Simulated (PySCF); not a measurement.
C2H6O2Si. Atoms are numbered in the order given.

```xyz
11

C     -2.1416     0.3181     0.3428
Si    -0.6701    -0.8224     0.1324
C      0.8719     0.3093    -0.1509
O      0.8274     1.5169    -0.1642
O      2.0228    -0.3733    -0.3343
H     -3.0718    -0.2450     0.5163
H     -1.9743     0.9945     1.1953
H     -2.2684     0.9395    -0.5572
H     -0.8052    -1.7221    -1.0486
H     -0.4120    -1.6546     1.3422
H      2.7296     0.2884    -0.4653
```
Charge 0, spin multiplicity 1.

The structure is a stationary point at B3LYP-D3(BJ)/def2-SVP. The values are those of a single conformer.

Computed with PBE0/pcSseg-1 in PySCF.

GIAO shieldings, no solvent; atoms alike by connectivity are averaged. δ = σ(ref) − σ: ¹³C against TMS (σ = 186.3 ppm); ²⁹Si against TMS (σ = 352.7 ppm); ¹⁷O against H2O (σ = 334.2 ppm); ¹H against TMS (σ = 31.56 ppm), references at their B3LYP-D3(BJ)/def2-TZVP geometries, non-relativistic.

| nucleus | atoms | count | δ (ppm) |
|---|---|---|---|
| ¹³C | C3 | 1 | 188.4 |
| ¹³C | C1 | 1 | -6.5 |
| ²⁹Si | Si2 | 1 | -53.2 |
| ¹⁷O | O4 | 1 | 520.4 |
| ¹⁷O | O5 | 1 | 244.7 |
| ¹H | H11 | 1 | 6.67 |
| ¹H | H9, H10 | 2 | 4.64 |
| ¹H | H6, H7, H8 | 3 | 0.71 |
